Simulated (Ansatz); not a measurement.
Consider the redistribution: `[SiH3]B1CO1` + `N[CH](F)[GeH3]` → `NB1CO1` + `F[CH]([SiH3])[GeH3]`.

Isolated molecules relaxed with PBE0-D4/def2-TZVP in Ansatz; ΔE leaves out vibrations. CBS: MP2 limit from def2 TZ/QZ plus the TZ coupled-cluster correction, frozen cores. DFT in def2-TZVPP. B3LYP here is the variant with VWN-RPA as its local correlation; programs differ in this. For Ge outer-core shells are correlated without core-valence functions, which leaves a few kJ/mol of doubt a bond. Scalar relativity is left out up to krypton. One conformer a species, not always the lowest.

`[SiH3]B1CO1`:

Cartesian coordinates in Å:
```
Si -0.341 -1.492 0.599
B 0.171 0.227 -0.280
C 0.267 1.729 -0.492
O 0.839 0.656 -1.351
H 0.215 -1.510 1.978
H -1.824 -1.561 0.689
H 0.160 -2.676 -0.146
H 1.030 2.333 -0.009
H -0.517 2.293 -0.989
```

`N[CH](F)[GeH3]`:

Z-matrix (Å, degrees):
```
C
F 1 1.418
Ge 1 1.983 2 107.6
N 1 1.403 2 113.0 3 -123.1
H 1 1.093 2 105.1 3 117.8
H 3 1.536 1 109.5 2 164.0
H 3 1.539 1 107.7 2 -77.0
H 3 1.534 1 109.9 2 43.0
H 4 1.010 1 113.4 2 63.9
H 4 1.012 1 113.4 2 -62.3
```

`NB1CO1`:

Z-matrix (Å, degrees):
```
C
B 1 1.506
O 1 1.496 2 53.4
H 1 1.087 2 122.5 3 -95.6
H 1 1.087 2 122.5 3 95.6
N 2 1.383 1 158.1 3 -180.0
H 6 1.005 2 122.6 1 180.0
H 6 1.003 2 122.7 1 -0.0
```

`F[CH]([SiH3])[GeH3]`:

Cartesian coordinates in Å:
```
F -1.299 -1.424 0.356
C -0.485 -0.512 -0.332
Si -1.064 1.249 0.040
Ge 1.403 -0.869 0.149
H -0.598 -0.716 -1.404
H -0.881 1.544 1.484
H -0.226 2.178 -0.765
H -2.493 1.417 -0.327
H 1.719 -2.345 -0.129
H 1.619 -0.556 1.637
H 2.306 0.033 -0.709
```

```json
{"level": "PBE-D4", "ΔE (kJ/mol)": "-114.8", "difference from CCSD(T)/CBS": "9.8"}
{"level": "r2SCAN-D4", "ΔE (kJ/mol)": "-122.9", "difference from CCSD(T)/CBS": "1.7"}
{"level": "PBE0-D4", "ΔE (kJ/mol)": "-120.7", "difference from CCSD(T)/CBS": "3.9"}
{"level": "B3LYP-D4", "ΔE (kJ/mol)": "-126.6", "difference from CCSD(T)/CBS": "-2.0"}
{"level": "ωB97X-V", "ΔE (kJ/mol)": "-119.9", "difference from CCSD(T)/CBS": "4.7"}
{"level": "ωB97M-V", "ΔE (kJ/mol)": "-128.0", "difference from CCSD(T)/CBS": "-3.4"}
{"level": "B2PLYP", "ΔE (kJ/mol)": "-125.2", "difference from CCSD(T)/CBS": "-0.6"}
{"level": "PBE", "ΔE (kJ/mol)": "-113.1", "difference from CCSD(T)/CBS": "11.5"}
{"level": "r2SCAN", "ΔE (kJ/mol)": "-122.5", "difference from CCSD(T)/CBS": "2.1"}
{"level": "PBE0", "ΔE (kJ/mol)": "-119.2", "difference from CCSD(T)/CBS": "5.4"}
{"level": "B3LYP", "ΔE (kJ/mol)": "-123.8", "difference from CCSD(T)/CBS": "0.8"}
{"level": "HF/def2-TZVPP", "ΔE (kJ/mol)": "-132.2", "difference from CCSD(T)/CBS": "-7.6"}
{"level": "MP2/def2-TZVPP", "ΔE (kJ/mol)": "-128.4", "difference from CCSD(T)/CBS": "-3.8"}
{"level": "SCS-MP2/def2-TZVPP", "ΔE (kJ/mol)": "-126.4", "difference from CCSD(T)/CBS": "-1.8"}
{"level": "CCSD/def2-TZVPP", "ΔE (kJ/mol)": "-124.0", "difference from CCSD(T)/CBS": "0.6"}
{"level": "CCSD(T)/def2-TZVPP", "ΔE (kJ/mol)": "-121.6", "difference from CCSD(T)/CBS": "3.0"}
{"level": "HF/def2-QZVPP", "ΔE (kJ/mol)": "-133.2", "difference from CCSD(T)/CBS": "-8.6"}
{"level": "MP2/def2-QZVPP", "ΔE (kJ/mol)": "-130.5", "difference from CCSD(T)/CBS": "-5.9"}
{"level": "SCS-MP2/def2-QZVPP", "ΔE (kJ/mol)": "-128.6", "difference from CCSD(T)/CBS": "-4.0"}
{"level": "HF/CBS(def2)", "ΔE (kJ/mol)": "-133.3", "difference from CCSD(T)/CBS": "-8.7"}
{"level": "MP2/CBS(def2)", "ΔE (kJ/mol)": "-131.4", "difference from CCSD(T)/CBS": "-6.8"}
{"level": "CCSD/CBS(def2)", "ΔE (kJ/mol)": "-127.1", "difference from CCSD(T)/CBS": "-2.5"}
{"level": "CCSD(T)/CBS", "ΔE (kJ/mol)": "-124.6", "difference from CCSD(T)/CBS": "0"}
```

Largest T1 diagnostic among the species: 0.016.

In def2-TZVPP, CCSD(T) changes the Hartree–Fock value by +10.6 kJ/mol (the triples alone add +2.5 kJ/mol) and MP2 by +3.8 kJ/mol. From PBE to PBE0 (25 % exact exchange), in def2-TZVPP and without D4, ΔE moves by −6.1 kJ/mol.
